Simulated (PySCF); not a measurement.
A GIAO shielding run with PySCF 2.14.0 with density-fitted response routines (density fitting, non-relativistic, gas phase) on `C[SiH2]N[SiH2][C@@H]1CC[C@H]1C#N`, C₆H₁₄N₂Si₂:

```
$ OMP_NUM_THREADS=1 python probes_run.py task.json out

{"job": {"kind": "nmr", "xc": "wB97X-D", "basis": "pcSseg-1", "pop": false}, "charge": 0, "multiplicity": 1}
C      2.997898     1.296945    -1.356027
Si     2.615236    -0.313839    -0.488893
N      1.737195    -0.066011     1.004353
Si     0.257204    -0.818099     1.511123
C     -1.264006    -0.006217     0.745571
C     -2.669210    -0.643889     0.868506
C     -2.953534    -0.241258    -0.588500
C     -1.427935    -0.104656    -0.802570
C     -0.909357     0.985441    -1.606521
N     -0.480067     1.874095    -2.213350
H      2.071360     1.821729    -1.634714
H      3.581042     1.109538    -2.271595
H      3.597334     1.957642    -0.709296
H      3.895907    -1.056485    -0.246571
H      1.730647    -1.187416    -1.323494
H      2.135530     0.606485     1.653857
H      0.157976    -0.736863     3.001842
H      0.233837    -2.251263     1.074688
H     -1.303881     1.056532     1.037688
H     -3.335363    -0.246677     1.646898
H     -2.614813    -1.738771     0.983567
H     -3.484749    -0.950843    -1.239199
H     -3.445366     0.740138    -0.651900
H     -1.002630    -1.047916    -1.185962
```

Hardware: 1 thread of an Arm Neoverse N1, shared host. The job also computes ring-centre shieldings.

(1) How large is the calculation?

(2) How long does it take, and how much memory does it need?

(3) And these other runs on the same molecule and hardware: GIAO shielding at PBE0/pcSseg-1?

Results:

(1) 92 electrons, 254 basis functions and 1352 auxiliary functions.

(2) 2.4 min of wall time, with 15 SCF cycles and 6 response iterations; peak memory 1.5 GiB. Times on a shared host scatter by some tens of per cent.

(3) PBE0/pcSseg-1: 254 functions, 2.3 min.
